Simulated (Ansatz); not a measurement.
A nudged elastic band was laid between two geometries of GeH4O2SeSi (9 atoms, charge 0, multiplicity 1).

All numbers below come from RKS PBE/def2-SVP in Ansatz.

```
movable images  : 7
climbing image  : yes
spring          : 5.0 eV/Å²
optimiser       : quadratic models (default)
start path      : IDPP
force threshold : 0.03 eV/Å
iteration limit : 60
end points      : relaxed
```

First end point:

```xyz
9
Properties=species:S:1:pos:R:3
O 0.952 1.712 1.179
Ge 0.615 0.279 0.167
O 2.265 -0.392 0.014
Si -1.424 -0.799 -0.172
Se -0.707 0.681 -1.834
H 0.280 2.398 1.002
H 2.236 -1.265 -0.422
H -1.474 -2.254 -0.550
H -2.655 -0.407 0.598
```

Last end point:

```xyz
9
Properties=species:S:1:pos:R:3
O 0.527 1.725 1.261
Ge 0.425 0.303 0.184
O 2.147 -0.108 -0.132
Si -1.500 -0.967 -0.036
Se -0.938 0.412 -1.835
H 1.353 2.211 1.065
H 2.222 -0.561 -0.994
H -1.409 -2.451 -0.262
H -2.740 -0.610 0.733
```

Problem. What changes between the two ends?

Solution. No bond is made or broken. The dihedral H6–O1–Ge2–O3 goes from 153 to 29°.

Problem. What energy profile does the band end with?

Solution. The run converged. The highest image is number 3 of 0 to 8, 0.016 eV above the first end and 0.051 eV above the last; the last end lies 0.035 eV below the first. A vibrational analysis at the climbing image gives one clearly imaginary mode, 159i cm⁻¹: a first-order saddle point.

```json
{"image": "0", "path coordinate (Å)": "0.00", "energy (eV)": "0.000", "dihedral H6–O1–Ge2–O3 (°)": "153"}
{"image": "1", "path coordinate (Å)": "0.21", "energy (eV)": "0.004", "dihedral H6–O1–Ge2–O3 (°)": "136"}
{"image": "2", "path coordinate (Å)": "0.42", "energy (eV)": "0.012", "dihedral H6–O1–Ge2–O3 (°)": "120"}
{"image": "3", "path coordinate (Å)": "0.62", "energy (eV)": "0.016", "dihedral H6–O1–Ge2–O3 (°)": "103"}
{"image": "4", "path coordinate (Å)": "0.85", "energy (eV)": "0.010", "dihedral H6–O1–Ge2–O3 (°)": "86"}
{"image": "5", "path coordinate (Å)": "1.07", "energy (eV)": "-0.002", "dihedral H6–O1–Ge2–O3 (°)": "70"}
{"image": "6", "path coordinate (Å)": "1.29", "energy (eV)": "-0.018", "dihedral H6–O1–Ge2–O3 (°)": "55"}
{"image": "7", "path coordinate (Å)": "1.51", "energy (eV)": "-0.030", "dihedral H6–O1–Ge2–O3 (°)": "41"}
{"image": "8", "path coordinate (Å)": "1.74", "energy (eV)": "-0.035", "dihedral H6–O1–Ge2–O3 (°)": "29"}
```

Problem. What is the geometry of the highest image?

Solution. 
```xyz
9
Properties=species:S:1:pos:R:3:forces:R:3
O 0.733 1.664 1.320 -0.01 0.02 -0.01
Ge 0.549 0.278 0.205 0.02 0.00 0.01
O 2.239 -0.256 -0.070 -0.01 0.00 0.00
Si -1.426 -0.905 -0.094 -0.01 -0.01 0.01
Se -0.850 0.647 -1.747 0.00 0.00 -0.01
H 0.629 2.497 0.822 0.00 -0.01 0.01
H 2.257 -1.020 -0.678 0.00 0.00 0.00
H -1.398 -2.350 -0.508 0.00 0.00 0.00
H -2.644 -0.600 0.732 0.00 0.00 0.00
```

Problem. What are the harmonic wavenumbers there?

Solution. 159i, 127, 132, 158, 189, 237, 250, 323, 417, 433, 539, 614, 678, 691, 882, 895, 904, 2151, 2173, 3708, 3712 cm⁻¹.

Run time: 3.3 min on 2 threads of Arm Neoverse V1, on a shared host, peak memory 0.19 GiB.
